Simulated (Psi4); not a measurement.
C4H10O2, charge -1, doublet, at the geometry of the source list (a state made from the parent by changing its charge; the spin is typed, not shown lowest) (a gas-phase anion, which may not be bound at this level); Psi4 with MP2/def2-SVP.

Input for Psi4:
```
memory 2 GB

molecule {
-1 2
  C     2.54090000    0.44440000   -0.00820000
  O     1.37100000   -0.18980000    0.43580000
  C     0.22760000    0.17020000   -0.31120000
  C    -0.97310000   -0.56690000    0.29040000
  C    -2.25710000   -0.24300000   -0.46130000
  O    -1.14140000   -0.19520000    1.63950000
  H     2.45520000    1.53540000    0.06930000
  H     3.34660000    0.09480000    0.63380000
  H     2.76200000    0.18360000   -1.05040000
  H     0.06420000    1.25710000   -0.25040000
  H     0.35690000   -0.10640000   -1.36760000
  H    -0.76740000   -1.64900000    0.23140000
  H    -2.45540000    0.82340000   -0.40320000
  H    -2.17160000   -0.53950000   -1.50240000
  H    -3.08510000   -0.77370000   -0.00230000
  H    -0.27340000   -0.24560000    2.05670000
}

set basis def2-svp
set reference uhf

energy('mp2')
print_variables()
```

Output, abridged:

```
    SCF Algorithm Type (re)set to DF.

   => Loading Basis Set <=

    Name: DEF2-SVP
    Role: ORBITAL
    Keyword: BASIS

         ---------------------------------------------------------
                                   SCF
               by Justin Turney, Rob Parrish, Andy Simmonett
                          and Daniel G. A. Smith
                              UHF Reference
         ---------------------------------------------------------

  ==> Geometry <==

    Molecular point group: c1
    Full point group: C1

    Geometry (in Angstrom), charge = -1, multiplicity = 2:

       Center              X                  Y                   Z               Mass
    ------------   -----------------  -----------------  -----------------  -----------------
         C            2.559043522143     0.532300206887    -0.293685634607    12.000000000000
         O            1.389143522143    -0.101899793113     0.150314365393    15.994914619570
         C            0.245743522143     0.258100206887    -0.596685634607    12.000000000000
         C           -0.954956477857    -0.478999793113     0.004914365393    12.000000000000
         C           -2.238956477857    -0.155099793113    -0.746785634607    12.000000000000
         O           -1.123256477857    -0.107299793113     1.354014365393    15.994914619570
         H            2.473343522143     1.623300206887    -0.216185634607     1.007825032230
         H            3.364743522143     0.182700206887     0.348314365393     1.007825032230
         H            2.780143522143     0.271500206887    -1.335885634607     1.007825032230
         H            0.082343522143     1.345000206887    -0.535885634607     1.007825032230
         H            0.375043522143    -0.018499793113    -1.653085634607     1.007825032230
         H           -0.749256477857    -1.561099793113    -0.054085634607     1.007825032230
         H           -2.437256477857     0.911300206887    -0.688685634607     1.007825032230
         H           -2.153456477857    -0.451599793113    -1.787885634607     1.007825032230
         H           -3.066956477857    -0.685799793113    -0.287785634607     1.007825032230
         H           -0.255256477857    -0.157699793113     1.771214365393     1.007825032230

  Running in c1 symmetry.

  Rotational constants: A =      0.26179  B =      0.06387  C =      0.05495 [cm^-1]
  Rotational constants: A =   7848.19277  B =   1914.85124  C =   1647.25162 [MHz]
  Nuclear repulsion =  261.337094592848359

  Charge       = -1
  Multiplicity = 2
  Electrons    = 51
  Nalpha       = 26
  Nbeta        = 25

  ==> Algorithm <==

  SCF Algorithm Type is DF.
  DIIS enabled.
  MOM disabled.
  Fractional occupation disabled.
  Guess Type is SAD.
  Energy threshold   = 1.00e-08
  Density threshold  = 1.00e-08
  Integral threshold = 1.00e-12

  ==> Primary Basis <==

  Basis Set: DEF2-SVP
    Blend: DEF2-SVP
    Number of shells: 66
    Number of basis functions: 134
    Number of Cartesian functions: 140
    Spherical Harmonics?: true
    Max angular momentum: 2

   => Loading Basis Set <=

    Name: (DEF2-SVP AUX)
    Role: JKFIT
    Keyword: DF_BASIS_SCF

  ==> Integral Setup <==

  SCF_SUBTYPE=INCORE selected. In-core MEM_DF algorithm will be used.
  Using in-core AOs.

  ==> MemDFJK: Density-Fitted J/K Matrices <==

    J tasked:                   Yes
    K tasked:                   Yes
    wK tasked:                   No
    Algorithm:                 Core
    Schwarz Cutoff:           1E-12
    Mask sparsity (%):       5.6471
    Fitting Condition:        1E-10

   => Auxiliary Basis Set <=

  Basis Set: (DEF2-SVP AUX)
    Blend: DEF2-UNIVERSAL-JKFIT
    Number of shells: 210
    Number of basis functions: 634
    Number of Cartesian functions: 742
    Spherical Harmonics?: true
    Max angular momentum: 4

  Minimum eigenvalue in the overlap matrix is 2.0356055283E-03.
  Reciprocal condition number of the overlap matrix is 3.2265281789E-04.
[...]
    Alpha Virtual:

[...]
    Beta Occupied:

[...]
      25A     -0.238646

    Beta Virtual:

[...]
     134A      4.356636

    Final Occupation by Irrep:
              A
    DOCC [    25 ]
    SOCC [     1 ]
    NA   [    26 ]
    NB   [    25 ]

  @DF-UHF Final Energy:  -306.60420349819128

   => Energetics <=

    Nuclear Repulsion Energy =            261.3370945928483593
    One-Electron Energy =                -945.0179943090157622
    Two-Electron Energy =                 377.0766962179761776
    Total Energy =                       -306.6042034981912821

  UHF NO Occupations:
  HONO-2 :   24  A 1.9995948
  HONO-1 :   25  A 1.9990056
  HONO-0 :   26  A 1.0000000
  LUNO+0 :   27  A 0.0009944
  LUNO+1 :   28  A 0.0004052
  LUNO+2 :   29  A 0.0003091
  LUNO+3 :   30  A 0.0001591

Computation Completed

Properties will be evaluated at   0.000000,   0.000000,   0.000000 [a0]

Properties computed using the SCF density matrix

 Multipole Moments:

 ------------------------------------------------------------------------------------
     Multipole            Electronic (a.u.)      Nuclear  (a.u.)        Total (a.u.)
 ------------------------------------------------------------------------------------

 L = 1.  Multiply by 2.5417464519 to convert [e a0] to [Debye]
 Dipole X            :         -1.8450386            0.3888605           -1.4561781
 Dipole Y            :         -2.1786699            1.3668585           -0.8118114
 Dipole Z            :          5.1147912           -4.1550953            0.9596959
 Magnitude           :                                                    1.9236706

 ------------------------------------------------------------------------------------

  //>>>>>>>>>>>>>>>>>>>>>>>>>>>>>>>>>>>//
  //               DFMP2               //
  //<<<<<<<<<<<<<<<<<<<<<<<<<<<<<<<<<<<//

   => Loading Basis Set <=

    Name: (DEF2-SVP AUX)
    Role: RIFIT
    Keyword: DF_BASIS_MP2

	 --------------------------------------------------------
	                          DF-MP2
	      2nd-Order Density-Fitted Moller-Plesset Theory

	        Rob Parrish, Justin Turney, Andy Simmonett,
	           Ed Hohenstein, and C. David Sherrill
	 --------------------------------------------------------

	 --------------------------------------------------------
	                 NBF =   134, NAUX =   428
	 --------------------------------------------------------
	   CLASS    FOCC     OCC    AOCC    AVIR     VIR    FVIR
	   ALPHA       0      26      26     108     108       0
	    BETA       0      25      25     109     109       0
	 --------------------------------------------------------

	-----------------------------------------------------------
	 ==================> DF-MP2 Energies <====================
	-----------------------------------------------------------
	 Reference Energy          =    -306.6042034981912821 [Eh]
	 Singles Energy            =      -0.0000000000000000 [Eh]
	 Same-Spin Energy          =      -0.2429759890428014 [Eh]
	 Opposite-Spin Energy      =      -0.7367424487789355 [Eh]
	 Correlation Energy        =      -0.9797184378217368 [Eh]
	 Total Energy              =    -307.5839219360130414 [Eh]
	-----------------------------------------------------------
	 ================> DF-SCS-MP2 Energies <==================
	-----------------------------------------------------------
	 SCS Same-Spin Scale       =       0.3333333333333333 [-]
	 SCS Opposite-Spin Scale   =       1.2000000000000000 [-]
	 SCS Same-Spin Energy      =      -0.0809919963476005 [Eh]
	 SCS Opposite-Spin Energy  =      -0.8840909385347225 [Eh]
	 SCS Correlation Energy    =      -0.9650829348823230 [Eh]
	 SCS Total Energy          =    -307.5692864330736143 [Eh]
	-----------------------------------------------------------

  Variable Map:
  ----------------------------------------------------------------------------
[...]
  Array Variable Map:
  ----------------------------------------------------------------------------
[...]
[...]
```
